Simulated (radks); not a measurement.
Results of a calculation; reference values are marked as such.
Kr3+, configuration [Ar] 3d10 4s2 4p2 5p1 (not the ground configuration). Code: a radial shooting solver on a logarithmic mesh with Libxc functionals. Model: Dirac Kohn-Sham, Wu-Cohen GGA, spin-unpolarised, spherical densities, point nucleus; open shells fill j = l - 1/2 first.

Normalised radial functions P(r) = r R(r) (large component), r in bohr:

r,3p1/2,4s1/2,4d3/2
0.001399,0.0024,0.0312,0.0000
0.001866,0.0037,0.0405,0.0000
0.002488,0.0057,0.0523,0.0000
0.003292,0.0088,0.0664,0.0000
0.004391,0.0140,0.0841,0.0000
0.005857,0.0226,0.1049,0.0001
0.007812,0.0364,0.1281,0.0001
0.01034,0.0580,0.1514,0.0003
0.01379,0.0930,0.1727,0.0006
0.01839,0.1471,0.1854,0.0013
0.02452,0.2273,0.1804,0.0028
0.03271,0.3398,0.1465,0.0060
0.04328,0.4798,0.0762,0.0123
0.05772,0.6396,-0.0368,0.0246
0.07698,0.7719,-0.1739,0.0471
0.1027,0.7977,-0.2879,0.0850
0.1359,0.6253,-0.3063,0.1406
0.1812,0.1799,-0.1662,0.2148
0.2417,-0.4829,0.1228,0.2908
0.3223,-1.1369,0.4166,0.3357
0.4299,-1.4763,0.4862,0.3068
0.5688,-1.3557,0.2060,0.1786
0.7587,-0.9065,-0.3343,-0.0539
1.012,-0.4304,-0.8189,-0.3449
1.35,-0.1365,-0.9586,-0.6089
1.786,-0.0275,-0.7295,-0.7318
2.382,-0.0027,-0.3553,-0.6509
3.177,-0.0001,-0.1059,-0.4315
4.237,0.0000,-0.0175,-0.2004
5.651,0.0000,-0.0013,-0.0545
7.477,0.0000,0.0000,-0.0081
9.973,0.0000,0.0000,-0.0005

3p1/2: eigenvalue -248.32 eV, 1 radial node at r = 0.197 bohr, <r> = 0.533 bohr, 90 % of the charge inside 0.813 bohr. 4s1/2: eigenvalue -64.888 eV, 3 radial nodes at r = 0.0531, 0.216, 0.640 bohr, <r> = 1.43 bohr, 90 % of the charge inside 2.08 bohr. 4d3/2 (empty): eigenvalue -26.057 eV, 1 radial node at r = 0.716 bohr, <r> = 2.19 bohr, 90 % of the charge inside 3.34 bohr.
